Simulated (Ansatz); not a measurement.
C4H11Al can be A, `CC[CH](C)[AlH2]`, or B, `CC(C)[CH2][AlH2]`.

Isolated molecules relaxed with PBE0-D4/def2-TZVP in Ansatz; ΔE leaves out vibrations. CCSD(T)/CBS is the MP2 limit (def2-TZVPP, def2-QZVPP) plus CCSD(T) − MP2 in def2-TZVPP, frozen cores. DFT in def2-TZVPP. B3LYP here is the variant with VWN-RPA as its local correlation; programs differ in this. One conformer a species, not always the lowest.

Question: Which is lower in electronic energy at CCSD(T)/CBS, and by how much? (An estimate is asked.)

Answer: Ansatz gave: B, by 17.4 kJ/mol.

Question: Give E(B) − E(A) in kJ/mol with PBE-D4, r2SCAN-D4, B2PLYP, CCSD(T)/def2-TZVPP, B3LYP, MP2/def2-TZVPP, B3LYP-D4. (An estimate is asked.)

Answer: Computed: PBE-D4 -13.6, r2SCAN-D4 -16.0, B2PLYP -16.6, CCSD(T)/def2-TZVPP -17.1, B3LYP -15.7, MP2/def2-TZVPP -17.8, B3LYP-D4 -15.3. None reverses the order clearly.

Largest T1 diagnostic: 0.009.
